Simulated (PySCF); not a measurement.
**One molecule, a ladder of functionals, a line**

Molecule: trichlorofluorosilane, Cl3FSi.

Atom-mapped SMILES (the numbers label the heavy atoms): `[F:1][Si:2]([Cl:3])([Cl:4])[Cl:5]`.

GIAO shieldings (ppm, equivalent atoms averaged) in PySCF 2.14.0 with density-fitted response routines on the PBE0-D3(BJ)/def2-SVP geometry, basis pcSseg-2, gas phase, non-relativistic:

```tsv
functional	exact exchange (%)	σ(F1)	σ(Si2)	σ(Cl3/Cl4/Cl5)
BLYP	0	244.1	329.5	761.6
BP86	0	242.7	338.7	765.8
PBE	0	241.3	339.7	766.9
B3LYP	20	261.8	342.9	789.4
PBE0	25	264.3	356.4	802.2
mPW1PW91	25	265.5	355.5	802.1
HF	100	315.1	407.7	881.3
```

(1) Fit each shielding as a line in the percentage of exact exchange.

(2) What does the line predict for BHandHLYP (50 %), and what does the run give?

Answers

(1) σ(F1) = 244.6 + 0.72 x (rms 2.3 ppm); σ(Si2) = 335.4 + 0.72 x (rms 4.2 ppm); σ(Cl3/Cl4/Cl5) = 767.3 + 1.17 x (rms 3.9 ppm). The functionals also differ in their semilocal parts, which the line can't hold; Hartree–Fock has no correlation at all.

(2) σ(F1): 280.6 predicted, 284.1 computed; σ(Si2): 371.4 predicted, 364.8 computed; σ(Cl3/Cl4/Cl5): 825.8 predicted, 825.9 computed ppm.
